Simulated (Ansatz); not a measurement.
C$_{3}$H$_{5}$FSn, SMILES `C[C]1=[C](F)[SnH2]1`, relaxed with RKS PBE0-D4/def2-TZVP in Ansatz 0.2.0 from a PBE-D4/def2-SVP geometry. The force threshold is 0.005 eV/Å; the program also tests the step.

The species carries charge 0 and has multiplicity 1. Sn: def2 effective core potential.

Start:

```xyz
10

C    -0.506    0.956   -1.292
C    -0.155    0.129   -0.101
C    -0.702   -0.227    1.074
F    -1.880    0.066    1.645
Sn    1.199   -1.159    1.013
H    -0.676    2.016   -1.003
H     0.289    0.941   -2.062
H    -1.443    0.592   -1.767
H     2.529   -0.484    1.886
H     1.346   -2.831    0.607
```

```tsv
step	energy (eV)	largest force (eV/Å)	largest move (Å)
1	-11733.9005	1.007	0.000
2	-11733.9560	0.238	0.062
3	-11733.9633	0.037	0.026
4	-11733.9635	0.022	0.007
5	-11733.9635	0.009	0.003
6	-11733.9636	0.023	0.015
7	-11733.9638	0.095	0.055
8	-11733.9641	0.085	0.019
9 (rejected)	-11733.9478	0.603	0.196
10	-11733.9677	0.033	0.098
11	-11733.9695	0.151	0.085
12 (rejected)	-11733.9685	0.362	0.109
13	-11733.9737	0.086	0.055
14	-11733.9778	0.083	0.075
15	-11733.9779	0.254	0.109
16	-11733.9867	0.261	0.169
17 (rejected)	-11733.9263	1.442	0.200
18	-11733.9962	0.030	0.100
19 (rejected)	-11733.9894	0.181	0.100
20	-11733.9973	0.043	0.047
21	-11733.9975	0.073	0.049
22	-11733.9981	0.052	0.024
23	-11733.9983	0.022	0.011
24	-11733.9983	0.014	0.010
25	-11733.9983	0.007	0.003
26	-11733.9984	0.004	0.002
```

End:

```xyz
10

C    -0.497    0.978   -1.256
C    -0.161    0.116   -0.100
C    -0.759   -0.396    0.963
F    -2.013   -0.299    1.407
Sn    1.209   -1.056    1.039
H     0.125    1.877   -1.265
H    -0.316    0.454   -2.198
H    -1.546    1.285   -1.229
H     2.338   -0.321    2.079
H     1.620   -2.637    0.560
```

Hardware: 4 threads of an Arm Neoverse V1 on a shared host. Wall time 97 s, peak host memory 0.54 GiB.
